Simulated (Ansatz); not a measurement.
Mulliken charges of C2H5BCl2, SMILES `CC(Cl)BCl` from B3LYP/def2-TZVPP in Ansatz (PBE0-D4/def2-TZVP geometry).

```tsv
atom	x (Å)	y (Å)	z (Å)	charge (e)
C1	-0.758	-0.131	1.039	-0.235
C2	0.055	0.485	-0.068	0.048
Cl3	1.745	0.876	0.506	-0.139
B4	0.610	-0.438	-1.198	0.021
Cl5	0.786	0.154	-2.832	-0.141
H6	-0.865	0.552	1.884	0.097
H7	-0.304	-1.058	1.392	0.096
H8	-1.757	-0.362	0.659	0.084
H9	-0.355	1.434	-0.411	0.122
H10	0.926	-1.564	-0.967	0.045
```

Question: By hand: the dipole of these point charges (1 e Å = 4.8032 D).

Answer: Σ q r = (-0.422, -0.072, 0.334) e Å, of length 0.543 e Å = 2.61 D.

Question: How does the dipole of the full density compare? (An estimate is asked.)

Answer: Computed: (-0.372, -0.027, 0.212) e Å, 2.06 D; the point charges give 1.27 times that, at 10° from its direction.

Point charges leave out the atoms' own dipoles, such as those of lone pairs, and Mulliken's split depends on the basis, so the two needn't agree.

B3LYP here is the variant with VWN-RPA as its local correlation; programs differ in this.
